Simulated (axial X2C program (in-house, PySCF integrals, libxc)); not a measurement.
## As₂⁺ at several levels of theory

Calculated with an in-house relativistic program for diatomic molecules. Spin-free means the one-electron spin-free X2C Hamiltonian; two-component (2c) means X2C with spin–orbit coupling and atomic mean-field two-electron Coulomb and Gaunt terms, so the difference of the two also holds small scalar two-electron terms. Basis: As dyall-cv3z [9s9p6d4f1g] (cores contracted in-house); Gaussian nuclei, density fitting, unrestricted open shells. Masses: As 74.922 u.

The run was started with this input:
```json
{"zs": [33, 33], "q": 1, "bas": ["dyall-cv3z", "dyall-cv3z"], "levels": ["PBE0", "HF", "PBEsol"], "cc": true, "r0": 2.42, "thr": -2.0, "nmax": 90, "npts": 10, "nst": 2, "ntry": 6}
```
```bash
python so2c.py task.json out
```

Keys: zs atomic numbers; q charge; bas basis sets; levels methods; cc coupled cluster on or off; r0 starting distance in Å; thr threshold in hartree for freezing inner shells (an s shell follows its p shell); nmax most natural virtual spinors; npts points on the curve; nst determinants followed; ntry starts of the search. HF also brings MP2.

State, spin-free: M_S = 1/2, Λ = 1 (beyond evenly filled blocks: π+α, π+β, π-α); electrons by block: σα: 15, σβ: 15, π+α: 7, π+β: 7, π-α: 7, π-β: 6, δ+α: 2, δ+β: 2, δ-α: 2, δ-β: 2. Fragments: As+ + As.

State, 2c: Ω = 3/2 (⟨Sz⟩ = 0.50, ⟨Lz⟩ = 1.00 at PBE0); electrons by block: 1/2: 22, -1/2: 22, 3/2: 9, -3/2: 8, 5/2: 2, -5/2: 2. Fragments: As+ + As.

```csv
Hamiltonian,level,Re (Å),ωe (cm⁻¹),Be (cm⁻¹),De (eV),D0 (eV)
spin-free,PBE0,2.180,403.8,0.09473,4.04,4.01
spin-free,HF,2.139,453.0,0.09833,1.31,1.28
spin-free,MP2,2.228,351.5,0.09066,3.71,3.69
spin-free,CCSD,2.198,393.2,0.09318,3.48,3.46
spin-free,CCSD(T),2.218,373.1,0.09148,3.78,3.75
spin-free,PBEsol,2.201,380.6,0.09292,4.81,4.78
2c,PBE0,2.181,402.4,0.09464,n/a,n/a
2c,PBEsol,2.202,379.5,0.09284,n/a,n/a
```

Correlated methods: 9 electrons correlated (number of frozen shells: As 3 s, 2 p, 1 d), 267 virtual spin orbitals or spinors in MP2, 90 natural virtuals in coupled cluster.

The state is a single determinant with fixed occupations, the lowest that a limited PBE0 search found. De is counted from the lowest determinant-based energies of the atoms at the same level, without counterpoise correction. De is not given where an atomic determinant may have missed its ground term or J level, or where the truncated virtual space spoils (T). Density functionals use the spin component along the axis (collinear). CCSD and (T) use frozen natural virtuals with an MP2 correction for the truncation; (T) itself is uncorrected, so its De runs slightly low. The functionals have no current-density term, which raises determinants with orbital currents, atoms included. At some level and bond length an empty orbital lies below a filled one.

No reliable constants came from CCSD (2c), CCSD(T) (2c), HF (2c), MP2 (2c): no minimum in range, unconverged points, a curve that is not smooth, a change of character along it, or the two Hamiltonians disagreeing along it.

Rough cost a point (2c) on 1 thread(s) of a shared host, integrals apart: PBE0 0.8 s, PBEsol 0.4 s.

The whole task took 2.2 min on 1 thread of Arm Neoverse V2, with other jobs on the host.
